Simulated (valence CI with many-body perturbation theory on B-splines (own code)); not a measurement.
## W⁺: calculation against measured levels

Method: valence CI with perturbative core correlation (CI+MBPT): five valence electrons over a frozen Dirac-Fock core [Xe] 4f14, radial functions for each j: 7 s, 7 p, 8 d, 6 f, 4 g, 1 h, with the one-electron correlation potential Σ1 (screened to all orders), the two-electron term Σ2, the three-electron term Σ3, Breit, model QED; selected single and double excitations, second order for the rest, scaled by the run's own slope (own B-spline code, finite nucleus).

Set against measurement, 7 paired levels are off by 252 cm⁻¹ on average, the worst by 945. These come from a selection out of the NIST Handbook of Basic Atomic Spectroscopic Data. Levels without a partner in it may be off by more, other configurations by 1,000 to 4,000 cm⁻¹. Among the levels kept, up to 1600 cm⁻¹ of a level comes from second order outside the variational space, and about a tenth of that is noise between levels of different J, which matters for small intervals. Only levels of the ground parity were solved; by the run's estimate the other parity begins above the list, which can be wrong where configurations are misplaced. 1 measured level below the end of the list, from 8711 cm⁻¹ on, found no clear computed partner, and computed levels of the same name lie up to 12272 cm⁻¹ from them.

Measured levels: NIST Handbook of Basic Atomic Spectroscopic Data (Sansonetti and Martin, J. Phys. Chem. Ref. Data 34, 1559 (2005)). Pairs share parity and J, and are chosen by configuration, term and nearness in energy; levels without a clear partner are left out. Energies in cm⁻¹ above the measured ground level. The last column is blank where CI alone has no clear partner.

Names give the largest LS component (configuration and term), which can be under half, so a name can repeat, a term be missing and a line seem to break the LS rules; names also repeat where a configuration has a term twice.

```tsv
Computed label	Label in the source	Measured	Computed	Difference	CI alone, difference
5d⁴6s ⁶D_1/2	5d4(5D) 6s 6D	0	0.0	0	0
5d⁴6s ⁶D_3/2	5d4(5D) 6s 6D	1518.8	1437.9	-81	-313
5d⁴6s ⁶D_5/2	5d4(5D) 6s 6D	3172.5	3045.5	-127	-616
5d⁴6s ⁶D_7/2	5d4(5D) 6s 6D	4716.3	4586.2	-130	-909
5d⁴6s ⁶D_9/2	5d4(5D) 6s 6D	6147.1	6045.6	-101	-1175
5d⁵ ⁶S_5/2	5d5 6S	7420.3	6475.4	-945	
5d³6s² ⁴F_5/2	5d4(a 3F) 6s 4F	11301.0	11489.7	+189	-6323
5d³6s² ⁴F_7/2	5d4(a 3F) 6s 4F	13411.9	13605.1	+193
```

Over 7 excited levels the mean absolute difference is 252 cm⁻¹, the median 130 and the largest 945. For the 5 levels that pair on every rung the mean is CI alone 1867, + Σ1 862, + Σ2 49, + Σ3 47, + Breit 116, + QED 126. The comparison draws on a selection of the measured levels: 8 of the 49 computed ones have a partner in it, and others may be off by more.

These 1 measured levels below the end of the computed list are not counted above. Beside each stands the unpaired computed level of its name, or else the nearest of its J and parity; the gap is either an error of the method or a doubtful assignment.

| Label in the source | J | Measured | Unpaired level | Computed |
| --- | --- | --- | --- | --- |
| 5d4(a 3F) 6s 4F | 3/2 | 8711 | 5d⁴6s ⁴F_3/2 | 20983 |
